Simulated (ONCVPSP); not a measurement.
Before and after: ONCV potential for arsenic

| Quantity | Value |
| --- | --- |
| Element | arsenic |
| Generator | ONCVPSP 4.0.1 |
| Type | optimised norm-conserving Vanderbilt (ONCV) |
| Functional | LDA (Perdew-Zunger) |
| Relativity | fully relativistic |
| Frozen core | [Ar] 3d10 |
| Valence charge | 5 |
| Reference configuration | 4s1 4p4 |
| Partial waves | 4s: rc 1.35 bohr, ncon 5, nbas 9, qcut 4.8 1/bohr, 2 projectors, debl 0.6 Ha; 4p: rc 1.60 bohr, ncon 5, nbas 9, qcut 4.9 1/bohr, 2 projectors, debl 0.3 Ha |
| Local potential | polynomial inside 1.30 bohr (lpopt 5, dvloc0 0 Ha) |
| Core correction | Teter function, parameters optimised by the program |

Open shells are filled in proportion to 2j + 1.

Change: p: qcut 7.2.

Cutoffs: the cutoffs (Ha) at which the residual kinetic energy of the hardest occupied pseudo-wave falls to 1 and 0.1 mHa per electron; they do not see the model core or the augmentation charge, which bear on the density cutoff. Errors are all-electron minus pseudo energies relative to the spin-unpolarised reference configuration.

How do hardness, ghosts and transferability respond?

The potential gets neither clearly harder nor softer (103 Ha and 125 Ha → 103 Ha and 125 Ha); both files keep a bound ghost (p, s); the errors of the 4 common tests hardly move; the range in which the p1/2 phases agree widens (upper end 3.1 → at the end of the scan).

```tsv
quantity	base	changed
cutoff, loose	103 Ha	103 Ha
cutoff, tight	125 Ha	125 Ha
loose cutoff by channel	s 103 Ha, p 8.9 Ha	s 103 Ha, p 17 Ha
bound ghosts	s, p3/2	s, p3/2, p1/2
GHOST(+) flags under 300 eV	none	none
error for 4s2 4p3, meV [ΔE -9.48 eV]	-9.7	-9.1
error for 4s2 4p2, meV [ΔE -0.15 eV]	-66	-64
error for 4s2 4p1, meV [ΔE 18.02 eV]	-310	-305
error for 4s1 4p0, meV [ΔE 97.18 eV]	-1878	-1869
s: phases at 1.37 bohr within 0.05 rad from the reference energy up to (Ha; the scan ends near 5)	to the end of the scan	to the end of the scan
p3/2: phases at 1.62 bohr within 0.05 rad from the reference energy up to (Ha; the scan ends near 5)	to the end of the scan	to the end of the scan
p1/2: phases at 1.62 bohr within 0.05 rad from the reference energy up to (Ha; the scan ends near 5)	3.1	to the end of the scan
rms error of d²Exc/dni dnj with the model core, mHa	0.19	0.20
```

 A true bound ghost makes a file unfit for plane-wave use even where its test errors are small: the radial tests pick states by their node count and pass the ghost by.
